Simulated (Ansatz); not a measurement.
Molecule: C4H3BrSe, net charge 0, singlet state. 
Coordinates optimised at B3LYP-D3(BJ)/def2-TZVP (Ansatz, a program for electronic structure):
```
C
C 1 1.3544
H 2 1.0761 1 127.80
C 1 1.4284 2 116.47 3 -180.00
C 4 1.3560 1 113.84 2 0.00
H 5 1.0774 4 127.36 1 180.00
H 4 1.0801 5 123.68 6 0.00
Se 2 1.8702 3 121.67 1 -180.00
Br 1 1.9019 2 122.41 3 0.00
```
Charge 0, spin multiplicity 1.

Computed values are from Ansatz. Valence correlation only, unless marked. UHF or UKS for open shells. Spin-orbit coupling is left out. Frozen are the shells of the preceding noble gas and the d and f shells that filled before the atom's block. No relativistic terms. CBS(X,Y): correlation extrapolated as X^-3; Hartree-Fock from the larger set.

The Hartree-Fock reference is unstable (checked in the largest basis), which strains HF and MP2. 

Task: What is the dipole moment at CCSD(T)/aug-cc-pVDZ?

Result: 1.43 D.

Task: What is the T1 diagnostic at CCSD/aug-cc-pVQZ?

Result: 0.013.

Task: What is the total energy at CCSD(T)/CBS(aug-cc-pVTZ,aug-cc-pVQZ)?

Result: -5126.7472 Eh.

Task: What is the atomisation energy De at CCSD(T)/CBS(aug-cc-pVTZ,aug-cc-pVQZ)?

Result: 904.8 kcal/mol.
